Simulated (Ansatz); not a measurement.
`[SiH3][SiH2][GaH2]` + CH₃NH₂ → `CN[SiH2][GaH2]` + SiH₄ at 298.15 K and 1 bar (cleavage of the Si–Si bond).

Computed with Ansatz on PBE0-D4/def2-TZVP structures; ΔE is electronic, products minus reactants. CCSD(T)/CBS is the MP2 limit (def2-TZVPP, def2-QZVPP) plus CCSD(T) − MP2 in def2-TZVPP, frozen cores. This one scheme is used for every species. For Ga outer-core shells are correlated without core-valence functions, which leaves a few kJ/mol of doubt a bond. Scalar relativity is left out up to krypton. One conformer a species, not always the lowest.

```csv
species,CCSD(T)/CBS energy (Eh),H − E (kJ/mol),S (J/(mol·K))
`[SiH3][SiH2][GaH2]`,-2506.27760,166.2,368.1
CH₃NH₂,-95.75281,180.0,240.4
`CN[SiH2][GaH2]`,-2310.57822,245.7,373.9
SiH₄,-291.46306,92.1,204.8
```

H − E and S are ideal-gas, rigid-rotor, harmonic terms from PBE0-D4/def2-TZVP, for one conformer and one mirror image of each species. 1 Eh = 2625.50 kJ/mol, R = 8.31446 J/(mol·K).

Task: By hand: ΔE, ΔH, ΔS and ΔG.

Result: ΔE = (-2310.57822) + (-291.46306) − (-2506.27760) − (-95.75281) = -0.01087 Eh = -28.5 kJ/mol. Δ(H − E) = 245.7 + 92.1 − 166.2 − 180.0 = -8.4, so ΔH = -36.9 kJ/mol. ΔS = 373.9 + 204.8 − 368.1 − 240.4 = -29.8 J/(mol·K). ΔG = -36.9 − 298.15 × (-29.8)/1000 = -28.0 kJ/mol.

Task: By hand: the equilibrium constant, and the temperature at which ΔG would vanish if ΔH and ΔS stayed fixed.

Result: log₁₀ K = −ΔG/(RT ln 10) = 4.9. ΔG = 0 at ΔH/ΔS = 1238 K.

ΔH outweighs TΔS. A doubt of 5 kJ/mol in ΔE shifts log₁₀ K by 0.9 here. Other conformers and mirror images would add mixing entropy, several J/(mol·K) or more a flexible species. These are equilibria of isolated gas molecules and say nothing of rates. Largest T1 diagnostic: 0.014 (customary marks: 0.02 for closed shells, 0.045 for open ones).
